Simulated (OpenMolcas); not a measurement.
Dy2+ among 6 point charges of -0.5 e arranged as an octahedron (Oh).

| Quantity | Value |
| --- | --- |
| Program | OpenMolcas |
| Method | CASSCF |
| Basis | ANO-RCC-VDZP [7s6p4d2f1g] |
| Scalar Hamiltonian | DKH2, point nucleus |
| Active space | 10 electrons in 7 orbitals (4f) |
| State averaging | 2S+1 = 5 even, 35 roots (33 in the spin-orbit step); 2S+1 = 3 even, 106 roots kept (CI in the orbitals of an earlier block); 2S+1 = 1 even, 39 roots kept (CI in the orbitals of an earlier block, 31 in the spin-orbit step) |
| Spin-orbit coupling | RASSI with atomic mean-field integrals over the reference wave functions |

All point charges move together. At R = 2.5 Å the width of the lowest J multiplet is 61 cm-1, and at R = 2.63 Å it is 47 cm-1.

Problem. A third run gives 28 cm-1. What distance was it run at?

Solution. With a power law R^-n the two known points give n = -ln(47 / 61) / ln(2.63 / 2.5) = 5.14. Then R = 2.5 × (61 / 28)^(1/5.14) = 2.909 Å. The run was at 2.93 Å, so the estimate is off by -0.021 Å.

High states are left out of the spin-orbit mixing, which shifts the levels that they would mix with. This is an electrostatic model: the charges have no orbitals. A group larger than the point group allows holds several states that coincide in this model. No measured value stands beside these numbers.
